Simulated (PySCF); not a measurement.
A structure optimised at B3LYP-D3(BJ)/def2-SVP, used in a PySCF frequency run:

```xyz
10

C      2.5326    -0.4293    -0.2967
C      1.3544    -0.5805    -0.0772
C     -0.0873    -0.7414     0.1544
F     -0.3575    -0.6425     1.4830
F     -0.4773    -1.9941    -0.2368
C     -0.9663     0.2395    -0.6192
Cl    -0.6027     1.9399    -0.2144
H      3.5825    -0.2975    -0.4841
H     -0.8127     0.0903    -1.6952
H     -2.0115     0.0273    -0.3578
```
Charge 0, spin multiplicity 1.

Task: Write its SMILES and formula.

Result: C#CC(F)(F)CCl, C₄H₃ClF₂

Task: What are its rotational constants (standard atomic weights)?

Result: 2.8130, 1.6812, 1.3187 GHz
